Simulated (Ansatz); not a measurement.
Program: Ansatz. Geometries: PBE0-D4/def2-TZVP. ΔE: electronic, gas phase. CCSD(T)/CBS is the MP2 limit (def2-TZVPP, def2-QZVPP) plus CCSD(T) − MP2 in def2-TZVPP, frozen cores. DFT in def2-TZVPP. Each species was taken in one conformer, which may not be the lowest.

Reaction (redistribution): `[F][AlH][SiH2]Cl` + `BN([SiH3])C=C` → `BN([SiH3])[SiH2]Cl` + `C=[CH][AlH][F]`

`[F][AlH][SiH2]Cl`:

```xyz
7

F     1.488   -1.673   -1.415
Al    1.263   -0.246   -0.614
Si   -0.946    0.078    0.408
Cl   -0.953    1.937    1.325
H     2.470    0.770   -0.577
H    -2.058    0.067   -0.580
H    -1.263   -0.933    1.453
```

`BN([SiH3])C=C`:

Cartesian coordinates in Å:
```
B 1.699 -0.381 -0.861
N 0.473 -0.095 -0.231
Si 0.320 1.267 0.881
C -0.652 -0.897 -0.482
C -1.861 -0.736 0.045
H 1.759 -1.315 -1.609
H 2.648 0.309 -0.639
H -0.710 2.212 0.379
H 1.641 1.926 0.955
H -0.097 0.778 2.219
H -0.457 -1.707 -1.178
H -2.104 0.056 0.743
H -2.657 -1.418 -0.221
```

`BN([SiH3])[SiH2]Cl`:

```xyz
12

B    -0.366    1.234    1.085
N    -0.003    0.223    0.168
Si    0.230   -1.406    0.797
Si    0.154    0.564   -1.526
Cl   -1.352   -0.368   -2.568
H    -0.570    2.351    0.704
H    -0.464    0.956    2.249
H     0.712   -2.254   -0.323
H    -1.050   -1.945    1.315
H     1.239   -1.380    1.882
H     1.425    0.008   -2.041
H     0.045    2.019   -1.741
```

`C=[CH][AlH][F]`:

Cartesian coordinates in Å:
```
C 1.142 -0.731 -0.281
C 0.526 0.220 0.427
Al -1.329 0.568 0.044
F -2.153 1.727 0.883
H 0.625 -1.299 -1.053
H 2.188 -0.996 -0.134
H 1.111 0.744 1.181
H -2.110 -0.234 -1.068
```

| level | ΔE (eV) |
| --- | --- |
| revPBE-D4 | -0.85 |
| r2SCANh-D4 | -1.06 |
| MP2/def2-SVP | -1.12 |
| HF/CBS(def2) | -1.28 |

Task: What does CCSD(T)/CBS give? (Estimate.)

Result: Computed: -1.15 eV. The listed levels differ from it by 0.30, 0.09, 0.03, -0.13 eV.

Largest T1 diagnostic among the species: 0.013.

Leaving LDA and LC-ωPBE aside and taking each functional with its dispersion term where it has one, the values, not all of them listed here, spread over 0.35 eV, from ωB97M-V to PBE-D4. LDA lies +0.07 eV from PBE without D4. From r2SCAN to r2SCAN0 (25 % exact exchange), in def2-TZVPP and without D4, ΔE moves by −0.04 eV. The D4 term adds −0.04 eV with B3LYP and −0.02 eV with PBE0; it sums over pairs of atoms, weighted by their polarisabilities, and B3LYP, whose exchange is more repulsive, gets the larger term.

B3LYP here is the variant with VWN-RPA as its local correlation; programs differ in this.
